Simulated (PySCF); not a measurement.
Electron correlation in Ta³⁺ (tantalum, charge +3)

[Xe] 4f14 5d2, high-spin 3F determinant. Calculation: PySCF 2.14, in aug-cc-pVDZ-PP with ECP60MDF (5s5p4d2f, 54 functions); scalar relativity through the core potential. Frozen: 5s2 5p6; 2 electrons correlated.

With two correlated electrons CCSD is exact within the correlated space (frozen core and kept virtual orbitals).

```csv
level,correlation energy (mhartree)
CCSD,-2.67
```

Diagnostics: T1 = 0.0010, D1 = 0.0015, largest double amplitude 0.011.

Spin-orbit coupling, absent here, splits the open shell strongly.

Cost of the coupled-cluster step: roughly 0.4 core-seconds, for 2 correlated electrons.
